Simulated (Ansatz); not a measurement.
A nudged elastic band was laid between two geometries of C$_{3}$H$_{8}$BFSi (14 atoms, charge 0, multiplicity 1).

Level of theory: RKS PBE-D4/def2-SVP (Ansatz).

```
movable images  : 7
climbing image  : yes
spring          : 5.0 eV/Å²
optimiser       : quadratic models (default)
start path      : through a guess of the saddle point
force threshold : 0.5 eV/Å
iteration limit : 60
end points      : relaxed
```

Initial state:

```xyz
14
Properties=species:S:1:pos:R:3
C -0.628 -1.809 -0.097
C -0.211 -0.366 -0.014
Si 1.676 -0.037 -0.082
C -1.121 0.647 0.103
B -0.726 2.135 0.190
F -1.669 3.080 0.306
H -0.252 -2.281 -1.031
H -0.176 -2.401 0.730
H -1.730 -1.930 -0.057
H 2.176 0.627 1.170
H 2.351 -1.377 -0.209
H 2.057 0.794 -1.275
H -2.195 0.368 0.134
H 0.434 2.521 0.161
```

Final state:

```xyz
14
Properties=species:S:1:pos:R:3
C -0.629 -1.808 -0.124
C -0.211 -0.366 -0.027
Si 1.677 -0.046 0.064
C -1.122 0.653 -0.004
B -0.727 2.141 0.096
F -1.670 3.092 0.113
H -1.731 -1.923 -0.172
H -0.182 -2.292 -1.021
H -0.248 -2.392 0.742
H 2.072 0.625 1.349
H 2.355 -1.390 0.008
H 2.165 0.773 -1.098
H -2.196 0.381 -0.060
H 0.434 2.520 0.162
```

(1) What changes between the two ends?

(2) What energy profile does the band end with?

(3) What is the geometry of the highest image?

Results:

(1) No bond is made or broken. The dihedral H7–C1–C2–Si3 goes from -58 to 180°. The two ends are copies of one structure, up to a mirror image or an exchange of like atoms.

(2) The forces met the threshold. The highest image is number 2 of 0 to 8, 0.092 eV above the ends, which have the same energy within 2 meV. The threshold of 0.5 eV/Å is loose, so the images may lie well off the minimum-energy path. The profile has 2 maxima (images 2, 6) with wells between them (image 4): this band takes more than one step, which may be the mechanism or a detour left from its start path. The order of the stationary point at the top wasn't checked.

```csv
image,path coordinate (Å),energy (eV),dihedral H7–C1–C2–Si3 (°)
0,0.00,0.000,-58
1,0.90,0.038,-29
2,1.80,0.092,0
3,2.70,0.039,28
4,3.59,0.000,58
5,4.49,0.036,89
6,5.39,0.076,121
7,6.29,0.037,152
8,7.19,0.000,180
```

(3) 
```xyz
14
Properties=species:S:1:pos:R:3
C -0.630 -1.819 -0.063
C -0.171 -0.377 -0.012
Si 1.716 -0.036 -0.121
C -1.083 0.636 0.102
B -0.744 2.137 0.220
F -1.724 3.032 0.287
H 0.200 -2.542 -0.168
H -1.193 -2.087 0.856
H -1.329 -1.977 -0.914
H 2.265 0.524 1.166
H 2.390 -1.359 -0.388
H 2.048 0.909 -1.246
H -2.154 0.348 0.148
H 0.396 2.582 0.162
```

Time of the run: 3.8 min on 2 threads of Arm Neoverse V1 (shared host), peak memory 0.17 GiB.
